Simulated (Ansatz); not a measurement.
Computed with Ansatz on PBE0-D4/def2-TZVP structures; ΔE is electronic, products minus reactants. CCSD(T)/CBS is the MP2 limit (def2-TZVPP, def2-QZVPP) plus CCSD(T) − MP2 in def2-TZVPP, frozen cores. This one scheme is used for every species. Double bonds are as drawn, so ΔE can hold a change between cis and trans. Functionals use def2-TZVPP. Elements past krypton have def2 core potentials. For I outer-core shells are correlated without core-valence functions, which leaves a few kJ/mol of doubt a bond.

Consider the substitution at a C–B bond: `B/C=C/C` + HI → `C/C=C/I` + BH₃.

```tsv
level	ΔE (kJ/mol)
revPBE-D4	83.8
BHLYP-D4	85.9
ωB97M-V	86.0
MP2/CBS(def2)	71.8
```

(1) What does CCSD(T)/CBS give? (An estimate is asked.)

Largest T1 diagnostic among the species: 0.011.

Results:

(1) The calculation gave: +77.0 kJ/mol. The listed levels differ from it by 6.8, 8.9, 9.0, -5.2 kJ/mol.

In def2-TZVPP, CCSD(T) changes the Hartree–Fock value by −7.9 kJ/mol (the triples alone add −1.8 kJ/mol) and MP2 by −13.1 kJ/mol. The D4 term adds −3.3 kJ/mol with B3LYP and −1.7 kJ/mol with PBE0; it sums over pairs of atoms, weighted by their polarisabilities, and B3LYP, whose exchange is more repulsive, gets the larger term. At CCSD(T), def2-SVP lies +15.9 kJ/mol from the extrapolated value and def2-TZVPP +2.4 kJ/mol.

B3LYP here is the variant with VWN-RPA as its local correlation; programs differ in this.
